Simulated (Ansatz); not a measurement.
Compare A (`CN[SiH](Cl)OC`) with its isomer B (`CC[Si](N)(O)Cl`).

Program: Ansatz. Geometries: PBE0-D4/def2-TZVP. ΔE: electronic, gas phase. CCSD(T)/CBS adds triple-zeta CCSD(T) − MP2 to the extrapolated MP2 energy (def2 sets, frozen cores). DFT in def2-TZVPP. B3LYP here is the variant with VWN-RPA as its local correlation; programs differ in this. One conformer a species, not always the lowest.

Problem. Which isomer does CCSD(T)/CBS put lower? Give the gap. (Best estimate.)

Solution. Computed: B, by 33.2 kcal/mol.

Problem. Give E(B) − E(A) in kcal/mol with PBE0-D4, PBE-D4, CCSD(T)/def2-TZVPP, HF/def2-TZVPP, ωB97M-V, B2PLYP, B3LYP-D4. (Best estimate.)

Solution. Computed: PBE0-D4 -32.7, PBE-D4 -32.0, CCSD(T)/def2-TZVPP -32.3, HF/def2-TZVPP -27.5, ωB97M-V -32.9, B2PLYP -31.0, B3LYP-D4 -30.4. None reverses the order clearly.

Largest T1 diagnostic: 0.010.

From PBE to PBE0 (25 % exact exchange), in def2-TZVPP and without D4, E(B) − E(A) moves by −0.7 kcal/mol. In def2-TZVPP, CCSD(T) changes the Hartree–Fock value by −4.8 kcal/mol (the triples alone add −0.4 kcal/mol) and MP2 by −6.8 kcal/mol.
